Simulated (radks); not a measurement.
Results of a calculation; reference values are marked as such.
These are the eigenvalues of the occupied orbitals of an atom or ion with whole-number occupations (eV). Code: a radial shooting solver on a logarithmic mesh with Libxc functionals. Model: Dirac Kohn-Sham, PBE, spin-unpolarised, spherical densities, finite nucleus; Fermi nuclear charge, rms radius of each element as measured or else 0.836 A^(1/3) + 0.57 fm.

| orbital | eigenvalue |
|---|---|
| 1s1/2 | -20858.61 |
| 2s1/2 | -3831.993 |
| 2p1/2 | -3615.064 |
| 2p3/2 | -3507.179 |
| 3s1/2 | -1337.842 |
| 3p1/2 | -1259.937 |
| 3p3/2 | -1236.260 |

Which element is it, and in what charge state? The configuration may be excited. Open shells, if any, fill j = l - 1/2 first.

Answer. Z = 42, molybdenum, charge +24: Mo24+ in [Ar]. The list shows which subshells hold electrons but not how many an open one holds; the 1s level, -766.54 hartree, gives Z - s = 39.2 by -(Z - s)^2/2, which with screening and relativity narrows Z to a few neighbours, and the depths of the outer levels then fix element, charge and occupations together.
